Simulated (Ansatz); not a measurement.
Reaction (substitution at a C–N bond): `C[N](C)[AlH][Cl]` + `OBF` → `COBF` + `C[NH][AlH][Cl]`

Gas-phase electronic energies from Ansatz, PBE0-D4/def2-TZVP geometries. CCSD(T)/CBS is the MP2 limit (def2-TZVPP, def2-QZVPP) plus CCSD(T) − MP2 in def2-TZVPP, frozen cores. This one scheme is used for every species. Functionals use def2-TZVPP. One conformer a species, not always the lowest.

`C[N](C)[AlH][Cl]`:

Z-matrix (Å, degrees):
```
C
N 1 1.443
H 1 1.099 2 111.3
H 1 1.099 2 111.3 3 119.7
H 1 1.091 2 110.8 3 -120.2
C 2 1.444 1 112.6 3 -59.8
Al 2 1.762 1 125.6 3 120.2
H 6 1.099 2 111.5 1 60.0
H 6 1.093 2 110.9 1 180.0
H 6 1.099 2 111.5 1 -60.0
Cl 7 2.101 2 118.1 1 0.0
H 7 1.571 2 120.9 1 -180.0
```

`OBF`:

```xyz
5

O     0.977    0.062    0.225
B    -0.350    0.210    0.061
F    -1.046   -0.694   -0.625
H     1.328   -0.731   -0.192
H    -0.909    1.152    0.530
```

`COBF`:

Cartesian coordinates in Å:
```
C -0.547 0.851 -0.382
O 0.583 0.004 -0.433
B 0.731 -1.026 0.408
F 1.823 -1.767 0.287
H -1.243 0.547 0.405
H -1.057 0.819 -1.346
H -0.215 1.873 -0.193
H -0.073 -1.301 1.254
```

`C[NH][AlH][Cl]`:

Z-matrix (Å, degrees):
```
C
N 1 1.449
H 1 1.096 2 112.1
H 1 1.096 2 112.1 3 121.4
H 1 1.092 2 109.8 3 -119.3
Al 2 1.758 1 129.6 3 119.3
H 2 1.010 1 112.1 3 -60.7
Cl 6 2.100 2 117.6 1 0.0
H 6 1.571 2 121.4 1 -180.0
```

| level | ΔE (kJ/mol) |
| --- | --- |
| CAM-B3LYP-D4 | 21.4 |
| BLYP | 15.9 |

(1) What does CCSD(T)/CBS give? (An estimate is asked.)

Largest T1 diagnostic among the species: 0.013.

Results:

(1) Computed: +26.6 kJ/mol. The listed levels differ from it by -5.2, -10.7 kJ/mol.

Leaving LDA and LC-ωPBE aside and taking each functional with its dispersion term where it has one, the values, not all of them listed here, spread over 7.7 kJ/mol, from CAM-B3LYP-D4 to revPBE-D4. LDA lies +7.6 kJ/mol from PBE without D4. The D4 term adds +5.4 kJ/mol with B3LYP and +3.0 kJ/mol with PBE0; it sums over pairs of atoms, weighted by their polarisabilities, and B3LYP, whose exchange is more repulsive, gets the larger term.

B3LYP here is the variant with VWN-RPA as its local correlation; programs differ in this.
